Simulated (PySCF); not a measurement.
## Er⁵⁴⁺: ionisation energy

Er⁵⁴⁺ [Ne] 3s2 3p2 (3P) → Er⁵⁵⁺ [Ne] 3s2 3p1 (2P), as a difference of total energies. All numbers are calculated (PySCF 2.14, scalar relativity by spin-free X2C-1e, in an even-tempered Gaussian basis (17 s from 13 bohr⁻², ratio 2.5; 12 p from 17 bohr⁻², ratio 2.5; 4 d from 67 bohr⁻², ratio 2.7; 4 f from 100 bohr⁻², ratio 2.7)). Correlated levels: outer shells: 1s2 frozen; virtual orbitals above 40 to 60 times the deepest correlated orbital energy dropped. The calculations carry no spin-orbit coupling.

| method | ionisation energy (eV) |
| --- | --- |
| UHF | 5179.4 |
| LDA | 5180.4 |
| PBE | 5181.5 |
| PBE0 | 5181.3 |
| r2SCAN | 5181.9 |
| MN15 | 5191.5 |
| M06-2X | 5181.8 |
| MP2 (outer shells) | 5180.0 |
| SCS-MP2 (outer shells) | 5179.8 |

Spin-orbit coupling is strong in these open shells (close to jj coupling). The scalar numbers leave it out and a first-order estimate fails, so it can dominate the gap to the real levels.

Breit and QED terms and the two-electron picture change are absent.

For comparison: 5329 ± 5 eV (theoretical estimate listed by NIST; NIST Atomic Spectra Database, ionization energies).
